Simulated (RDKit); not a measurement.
RDKit input (UFF):

```python
from rdkit import Chem
from rdkit.Chem import AllChem, rdDetermineBonds

mol = Chem.MolFromXYZFile('mol.xyz')
rdDetermineBonds.DetermineBonds(mol, charge=1)
print('SMILES', Chem.MolToSmiles(Chem.RemoveHs(mol)))
ff = AllChem.UFFGetMoleculeForceField(mol)
e0 = ff.CalcEnergy()
flag = ff.Minimize(maxIts=5000, forceTol=1e-5)
print(f'energy {e0:.4f} -> {ff.CalcEnergy():.4f} kcal/mol, converged: {flag == 0}')
print(Chem.MolToXYZBlock(mol))
```
mol.xyz:
```
5

N     -1.06616376     0.26085306     0.21523175
C      0.14270879    -0.03491586    -0.02880933
O      1.21557910    -0.29740978    -0.24539496
H     -1.63611033    -0.34254441     0.80947549
H     -1.48162886     1.10534638    -0.18008208
```

Task: Which steric energies does it print, before and after the minimisation?

Result: 10.60 and -0.10 kcal/mol. They count from the force field's own zero for this bonding and are no heats of formation.
